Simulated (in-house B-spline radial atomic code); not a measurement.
# B97-1 excitations of Nb5+

Method: B97-1. Computed with an all-electron radial atomic-structure program (B-spline basis): linear response of the closed shell [Ar] 3d10 4s2 4p6 with the functional's adiabatic kernel; scalar-relativistic (spin-free one-electron X2C), finite nucleus, no spin-orbit coupling, no double excitations, S, P, D and F terms only; shells from n = 2 respond. Only terms of natural parity with L up to 3 were computed.

Command:
```bash
python run_td.py task.json out
```
Settings (radii: box in bohr, nucleus in fm):
```
Z                        41
electrons                36
configuration            [Ar] 3d10 4s2 4p6
hamiltonian              x2c
method                   b97_1
box_radius               16.35
rms_radius               4.324
intervals                71
```

Cost of the run: 3 s on 1 thread of Arm Neoverse N1, with other jobs on the host.

The lowest states, in the order of their Tamm-Dancoff energies; the method's threshold (minus the highest occupied level) is 96.02 eV. Labels give the largest channel, * marks a mixed state, and oscillator strengths are full-response dipole values. Semilocal kernels can invert the small singlet-triplet splittings of Rydberg terms. Energies in eV:

| state | full response | Tamm-Dancoff | oscillator strength |
| --- | --- | --- | --- |
| 4p → 4d 3P | 34.67 | 34.75 | - |
| 4p → 4d 3F | 35.16 | 35.28 | - |
| 4p → 4d 1F | 37.50 | 37.51 | - |
| 4p → 4d 1P | 45.97 | 47.58 | 5.56 |
| 4p → 5s 3P | 49.19 | 49.20 | - |
| 4p → 5s 1P | 49.67 | 49.70 | 0.554 |
| 4p → 5p 3S | ? | ? | - |
| 4p → 5p 3D | 56.67 | 56.68 | - |
| 4p → 5p 1D | 56.96 | 56.96 | - |
| 4p → 5p 1S | 59.30 | 59.48 | - |
| 4s → 4d 3D | 61.45 | 61.50 | - |
| 4s → 4d 1D | 64.60 | 64.66 | - |
| 4p → 4f 3D | 66.54 | 66.55 | - |
| 4p → 5d 3P | 67.52 | 67.53 | - |
| 4p → 5d 3F | 67.76 | 67.77 | - |
| 4p → 5d 1F | 68.19 | 68.19 | - |
| 4p → 4f 1D | 68.30 | 68.41 | - |
| 4p → 5d 1P | ? | ? | ? |
| 4p → 6s 3P | 71.33 | 71.33 | - |
| 4p → 6s 1P | 71.57 | 71.57 | 0.105 |
| 4p → 6p 3S | 74.09 | 74.11 | - |
| 4p → 6p 3D | 74.44 | 74.45 | - |

**Question.** Where does 4p → 5p 3S lie?

**Answer.** At 56.12 eV in full response, 56.14 eV in Tamm-Dancoff.

**Question.** Where does 4p → 5d 1P lie?

**Answer.** At 69.31 eV in full response, 69.59 eV in Tamm-Dancoff, oscillator strength 0.155.

**Question.** How large is the singlet-triplet splitting of 4p → 4d (F terms) in Tamm-Dancoff?

**Answer.** 2.24 eV, from the unrounded values.

**Question.** What polarisabilities and dispersion coefficient does the method give?

**Answer.** Dipole 2.276 bohr³, quadrupole 3.783 bohr⁵, C6 7.16 hartree·bohr⁶ for two such species.
